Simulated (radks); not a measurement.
All-electron atom: Gd III in [Xe] 4f7 5d1. Calculated with a radial shooting solver on a logarithmic mesh with Libxc functionals: Dirac Kohn-Sham, PBE, spin-unpolarised, spherical densities, finite nucleus; open shells fill j = l - 1/2 first; Fermi nuclear charge, rms radius 5.1569 fm.

Spin-orbit splittings of the eigenvalues, e(l+1/2) - e(l-1/2), with zeta = 2 splitting/(2l+1) and mean radii in bohr:

shell  occ.  splitting (eV)  zeta (eV)  <r> j=l-1/2  <r> j=l+1/2
2p        6           695.8      463.9      0.07746      0.08430
3p        6           142.7      95.16       0.2336       0.2467
3d       10           31.10      12.44       0.2187       0.2228
4p        6           31.75      21.17       0.5648       0.5943
4d       10               ?          ?       0.6302       0.6406
4f        7          0.7540     0.2154       0.8574       0.8697
5p        6           4.370      2.913        1.490        1.582
5d        1          0.3573     0.1429        2.346        2.395
6p        0          0.5610     0.3740        4.029        4.211

Estimate the 4d splitting.

Answer. 5.739 eV (zeta = 2.296 eV).
